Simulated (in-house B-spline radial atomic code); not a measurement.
A fraction x of an electron is moved 4f → 6d in Tb⁺, starting from [Xe] 4f9 6s1 and keeping the highest spin. Computed with a radial B-spline atomic code at the basis-set limit: scalar-relativistic (X2C) BLYP, spin-polarised, spherical fractional occupations, Fermi nucleus of rms radius 5.06 fm.

```tsv
x	E(x) - E(0) (eV)	4f down level (eV)	6d up level (eV)
0	0.0000	-7.003	-
0.125	0.6685	-8.278	-2.430
0.25	?	?	?
0.375	?	?	?
0.5	3.4799	-12.252	-3.044
0.625	4.7050	-13.618	-3.221
0.75	6.0803	-15.001	-3.390
0.875	7.6087	-16.400	-3.553
1	9.2931	-17.816	-3.710
```

Q: What belongs in the row x = 0.25?

A: An energy change of 1.4662 eV; 4f down at -9.581 eV, 6d up at -2.656 eV.

Q: What belongs in the row x = 0.375?

A: An energy change of 2.4016 eV; 4f down at -10.906 eV, 6d up at -2.857 eV.

Q: Check Janak's theorem between x = 0.5 and 0.625.

A: The slope of the energy is 9.80 eV; the orbital levels give 9.80 eV (ε of the receiving orbital less ε of the emptying one, averaged over the two points).
